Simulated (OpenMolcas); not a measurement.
Pr4+ with 6 ligands (chloride, bromide on the axis) in tetragonal octahedral coordination (D4h). The axial distance is 1.057 times the equatorial one, R.

```json
{"Program": "OpenMolcas 26.06", "Method": "SS-CASPT2, IPEA 0.25 Eh, imaginary shift 0.1 Eh (closed shells correlated: 5s 5p and the ligand valence shells)", "Basis": "ANO-RCC-VDZP [7s6p4d2f1g]", "Scalar Hamiltonian": "DKH2, point nucleus", "Active space": "1 electron in 7 orbitals (4f)", "State averaging": "2S+1 = 2 odd, 7 roots", "Spin-orbit coupling": "state interaction with AMFI integrals over the reference wave functions"}
```

All ligands move together. At R = 2.61 Å the width of the lowest J multiplet is 1225 cm-1, and at R = 2.72 Å it is 1070 cm-1.

Problem. A third run gives 1523 cm-1. What distance was it run at?

Solution. With a power law R^-n the two known points give n = -ln(1070 / 1225) / ln(2.72 / 2.61) = 3.28. Then R = 2.61 × (1225 / 1523)^(1/3.28) = 2.442 Å. The run was at 2.48 Å, so the estimate is off by -0.038 Å.

Over all roots computed the reference weight is 0.66 in R = 2.48, 0.66 in R = 2.61, 0.66 in R = 2.72; a low but even weight reflects the number of correlated electrons. Splittings of an f shell from a small cluster at a set distance can be off by tens of per cent, mostly too small. No measured value stands beside these numbers; the geometry was imposed, not optimised, and the real ion may take another.
